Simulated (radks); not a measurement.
The numbers below are computed, except where a source is named.
Q: These are the eigenvalues of the occupied orbitals of an atom or ion with whole-number occupations (hartree). Code: a radial shooting solver on a logarithmic mesh with Libxc functionals. Model: Dirac Kohn-Sham, PBE, spin-unpolarised, spherical densities, finite nucleus; Fermi nuclear charge, rms radius of each element as measured or else 0.836 A^(1/3) + 0.57 fm.

1s1/2: -104.3523
2s1/2: -12.38128
2p1/2: -10.19618
2p3/2: -10.13283
3s1/2: -3.28591

Which element is it, and in what charge state? The configuration may be excited. Open shells, if any, fill j = l - 1/2 first.

A: Z = 17, chlorine, charge +5: Cl5+ in [Ne] 3s2. The list shows which subshells hold electrons but not how many an open one holds; the 1s level, -104.35 hartree, gives Z - s = 14.4 by -(Z - s)^2/2, which with screening and relativity narrows Z to a few neighbours, and the depths of the outer levels then fix element, charge and occupations together.
